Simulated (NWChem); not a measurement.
# CH4BF; SMILES FBC

Program: NWChem. Geometry: optimised at PBE0/def2-SVP. Isotropic polarisability at PBE0/aug-cc-pVDZ. A Cauchy series cut after its second term is a line in ω².

```csv
row,ω² (10⁻³ Ha²),α (bohr³)
static,0.00,29.18
1065 nm,1.83,withheld
589 nm,5.98,29.87
400 nm,12.97,30.75
```

Task: Fit a straight line of the last column on the one before it, predict the withheld value, and compare with the run.

Result: 
1. Means of the 3 shown rows: x = 6.317, y = 29.933. Slope Σ(x − x̄)(y − ȳ)/Σ(x − x̄)² = 10.21/84.28 = 0.1212; intercept 29.168.
2. The shown rows scatter about the line by 0.016 (root mean square); the largest residual is -0.02, at 589 nm.
3. At x = 1.83 (1065 nm; inside the shown range) the line gives 29.39.
4. The run gives 29.39, 0.00 from the line. The intercept estimates α(0), and the slope, 121 bohr³/Ha², the next Cauchy moment.
